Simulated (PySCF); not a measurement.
# From computed data to an observable: dipole moment from atomic charges

Al(CF3)(F)(OH) (CHAlF₄O), SMILES [OH][Al]([F])[C](F)(F)F. Atoms are numbered in the order given.

```xyz
8

Al    -0.0209     0.2474     0.9785
C      0.0054    -0.2209    -0.9699
F     -0.5222     0.7374    -1.7483
F     -0.6828    -1.3492    -1.2226
F      1.2623    -0.4280    -1.4077
F     -0.5483     1.7466     1.4449
O      0.5097    -0.9196     2.0608
H      0.5815    -0.8954     3.0152
```
Charge 0, spin multiplicity 1.

The structure is a stationary point at PBE0-D3(BJ)/def2-SVP. The structure was generated by enumeration; whether it is a known compound was not checked. Other conformers were not sampled.

Charges (e) from PySCF with PBE/def2-TZVP:

| atom | IAO | ESP fit |
|---|---|---|
| Al1 | 1.291 | 0.995 |
| C2 | 0.448 | 0.240 |
| F3 | -0.256 | -0.167 |
| F4 | -0.260 | -0.145 |
| F5 | -0.261 | -0.147 |
| F6 | -0.543 | -0.418 |
| O7 | -0.795 | -0.809 |
| H8 | 0.376 | 0.452 |

The dipole moment of the full density is 2.44 D.

Problem. What dipole moment does each set of point charges give, and which comes closer to that of the density?

Solution. 
μ = Σ q r, and 1 e Å = 4.8032 D.
IAO: Σ q r = (0.068, -0.060, 0.672) e Å, |μ| = 3.26 D.
ESP fit: Σ q r = (0.061, -0.062, 0.509) e Å, |μ| = 2.48 D.
ESP fit comes closer in size. Point charges leave out the atoms' own dipoles (lone pairs, polarised bonds); fits to the potential absorb them, partitions of the density don't.
